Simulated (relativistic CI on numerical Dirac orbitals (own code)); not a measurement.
# Transition arrays of Zn IV

Calculated at this level of theory: Dirac-Coulomb-Breit CI, separate exchange-only KLI orbitals for each configuration, a model potential for QED, valence Slater integrals scaled by 0.9, whole transition arrays (own radial code, finite nucleus).

CI space (outside the closed core [Ne] 3s2): 3p6.3d9, 3p6.3d8.4f, 3p5.3d10, 3p6.3d8.4p, 3p6.3d8.5f. Levels of other configurations are missing.

All E1 lines from the levels of 3p6.3d9; mean and standard deviation are weighted by gf, and upper levels are sorted by their leading configuration.

```csv
Upper configuration,Lines,Σgf,Mean (eV),Mean (nm),σ (eV),Strongest line (nm)
3p6.3d8.4f,81,3.8,45.47,27.265,1.87,26.813
3p5.3d10,3,4.3,83.63,14.826,1.30,14.985
3p6.3d8.4p,60,5.8,26.64,46.544,1.59,44.757
3p6.3d8.5f,81,2.9,50.32,24.641,1.85,25.561
```

Σgf per state of the lower configuration in bins of 1 nm over the central range (centre: value): 14.5: 0.40, 15.5: 0.03, 21.5: 0.01, 23.5: 0.07, 24.5: 0.09, 25.5: 0.13, 26.5: 0.19, 27.5: 0.01, 28.5: 0.17, 37.5: 0.02, 44.5: 0.14, 45.5: 0.13, 46.5: 0.08, 47.5: 0.04, 48.5: 0.00, 49.5: 0.08, 50.5: 0.09.

(1) How do configuration mixing and the scaling of the Slater integrals move the arrays?

## Answers

(1) Slater scale 0.9, no configuration mixing: 3p6.3d8.4f 45.5 ± 1.9 eV (Σgf 4.0), 3p5.3d10 83.6 ± 1.3 eV (Σgf 4.2), 3p6.3d8.4p 26.6 ± 1.6 eV (Σgf 5.9), 3p6.3d8.5f 50.4 ± 1.9 eV (Σgf 2.6); Slater scale 1: 3p6.3d8.4f 45.5 ± 2.1 eV (Σgf 3.7), 3p5.3d10 83.6 ± 1.3 eV (Σgf 4.3), 3p6.3d8.4p 26.7 ± 1.8 eV (Σgf 5.8), 3p6.3d8.5f 50.3 ± 2.1 eV (Σgf 2.9); Slater scale 0.8: 3p6.3d8.4f 45.5 ± 1.7 eV (Σgf 3.8), 3p5.3d10 83.6 ± 1.3 eV (Σgf 4.3), 3p6.3d8.4p 26.5 ± 1.4 eV (Σgf 5.8), 3p6.3d8.5f 50.3 ± 1.6 eV (Σgf 2.9). With mixing, levels are counted to their leading configuration, so an array can shrink or vanish into another, and the sums then hold other lines.
